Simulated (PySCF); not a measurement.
# Bond curve of NaSr

Set-up: basis Na x2c-TZVPall, Sr x2c-TZVPall; spin-free X2C with a Gaussian nucleus; PySCF 2.14. Energies in eV from Na + Sr in their ground configurations at the same level. State: ²Σ⁺ (doublet), unpaired electrons σ ↑.

All columns are PBE0. A positive dipole means Na(−)Sr(+).

```tsv
R (Å)	E (eV)	μ (D)	Mulliken charge on Na (basis-dependent)	HOMO (eV)	LUMO (eV)	Mayer bond order	⟨S²⟩
3.331	-0.151	-0.33	-0.24	-3.12	-1.60	0.70	0.77
3.486	-0.223	-0.33	-0.19	-3.14	-1.63	0.68	0.77
3.641	-0.262	-0.32	-0.14	-3.17	-1.66	0.65	0.77
3.757	-0.276	-0.31	-0.10	-3.19	-1.68	0.62	0.77
3.873	-0.279	-0.29	-0.08	-3.21	-1.70	0.59	0.77
3.989	-0.275	-0.27	-0.05	-3.24	-1.71	0.56	0.77
4.144	-0.261	-0.26	-0.03	-3.27	-1.73	0.51	0.77
4.338	-0.235	-0.24	-0.01	-3.30	-1.74	0.44	0.77
4.570	-0.199	-0.24	0.01	-3.35	-1.74	0.37	0.77
4.880	-0.153	-0.24	0.02	-3.41	-1.72	0.28	0.76
```

A fit through these points gives, at Re = 3.859 Å, μ = -0.29 D and dμ/dR = 0.139 D/Å; the reduced mass is 18.22 u.

Question: How strong is the fundamental in the double-harmonic approximation, I = 42.26·(dμ/dR)²/μred km/mol?

Answer: I = 42.26·(0.139)²/18.22 = 0.0448 km/mol at PBE0.

The bond is weak. Basis-set superposition, not corrected here, can be much of De in a small basis, most of all at correlated wavefunction levels. Functionals without a dispersion term scatter widely for such bonds, and LDA overbinds them. Spin–orbit coupling is left out. The state is the lowest determinant that a PBE0 search found; another state may lie lower at other levels.
